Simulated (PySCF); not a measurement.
# Al⁺: excitation energy

Al⁺ [Ne] 3s2 (1S) → Al⁺ [Ne] 3s1 4s1, s spin flipped, as a difference of total energies. Calculation: PySCF 2.14, in dyall-acv3z (19s12p6d4f, 113 functions); the spin-free X2C one-electron Hamiltonian (Gaussian nucleus). Correlated levels: valence and next inner shell: 1s2 frozen; virtual orbitals above 40 to 60 times the deepest correlated orbital energy dropped. The calculations carry no spin-orbit coupling.

```json
{"method": "UHF", "excitation energy (eV)": "0.000"}
{"method": "MP2 (valence and next inner shell)", "excitation energy (eV)": "0.000"}
{"method": "SCS-MP2 (valence and next inner shell)", "excitation energy (eV)": "0.000"}
```

The upper determinant mixes two multiplicities, so it lies between the two terms.

The promoted electron is Rydberg-like, and one or two diffuse shells describe it only roughly, which tends to raise the upper state.
